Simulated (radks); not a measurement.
Q: Coherent X-ray form factor from a spherical all-electron density. Calculated with a radial shooting solver on a logarithmic mesh with Libxc functionals: scalar-relativistic Kohn-Sham, r2SCAN, spin-unpolarised, spherical densities, finite nucleus; meta-GGA in the generalised Kohn-Sham scheme; Fermi nuclear charge, rms radius of each element as measured or else 0.836 A^(1/3) + 0.57 fm.

sin(theta)/lambda (1/angstrom)  f0 (electrons)
0.05                                    24.545
0.1                                     23.350
0.15                                    21.758
0.2                                     20.046
0.25                                    18.352
0.3                                     16.735
0.4                                     13.839
0.5                                     11.509
0.6                                      9.765
0.8                                      7.652
1                                        6.544
1.25                                     5.591
1.5                                      4.720
2                                        3.192

The species is in the configuration that NIST lists as its ground one. Which atom or ion scatters so?

A: The iron ion Fe+, [Ar] 3d6 4s1. Extrapolating in s^2 from the first two rows gives f0(0) = 24.9, near the electron count 25; among species with that count, the fall with angle is slower the higher Z, and the table is that of Z = 26; from so few rows the species is fixed only to a neighbour or two.
